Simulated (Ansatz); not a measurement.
Calculated with Ansatz (gas phase, PBE0-D4/def2-TZVP geometries, no zero-point term in ΔE). CCSD(T)/CBS is the MP2 limit (def2-TZVPP, def2-QZVPP) plus CCSD(T) − MP2 in def2-TZVPP, frozen cores. DFT in def2-TZVPP. Elements past krypton have def2 core potentials. For I outer-core shells are correlated without core-valence functions, which leaves a few kJ/mol of doubt a bond. One conformer a species, not always the lowest.

`ClC[SiH]1O[SiH2]1` + `ClCI` → `Cl[SiH]1O[SiH2]1` + `ClCCI`  (formal exchange of groups at the Si–C bond)

```json
{"level": "PBE0-D4", "ΔE (kJ/mol)": "-155.1", "difference from CCSD(T)/CBS": "4.1"}
{"level": "ωB97X-V", "ΔE (kJ/mol)": "-156.3", "difference from CCSD(T)/CBS": "2.9"}
{"level": "ωB97M-V", "ΔE (kJ/mol)": "-157.2", "difference from CCSD(T)/CBS": "2.0"}
{"level": "B2PLYP", "ΔE (kJ/mol)": "-158.2", "difference from CCSD(T)/CBS": "1.0"}
{"level": "PBE", "ΔE (kJ/mol)": "-148.8", "difference from CCSD(T)/CBS": "10.4"}
{"level": "r2SCAN", "ΔE (kJ/mol)": "-158.5", "difference from CCSD(T)/CBS": "0.7"}
{"level": "CCSD(T)/def2-TZVPP", "ΔE (kJ/mol)": "-159.2", "difference from CCSD(T)/CBS": "0.0"}
{"level": "HF/def2-QZVPP", "ΔE (kJ/mol)": "-168.7", "difference from CCSD(T)/CBS": "-9.5"}
{"level": "MP2/def2-QZVPP", "ΔE (kJ/mol)": "-164.8", "difference from CCSD(T)/CBS": "-5.6"}
{"level": "SCS-MP2/def2-QZVPP", "ΔE (kJ/mol)": "-161.8", "difference from CCSD(T)/CBS": "-2.6"}
{"level": "CCSD(T)/CBS", "ΔE (kJ/mol)": "-159.2", "difference from CCSD(T)/CBS": "0"}
```

Largest T1 diagnostic among the species: 0.014.

From PBE to PBE0 (25 % exact exchange), in def2-TZVPP and without D4, ΔE moves by −6.8 kJ/mol. In def2-TZVPP, CCSD(T) changes the Hartree–Fock value by +9.8 kJ/mol (the triples alone add +1.5 kJ/mol) and MP2 by +4.1 kJ/mol.
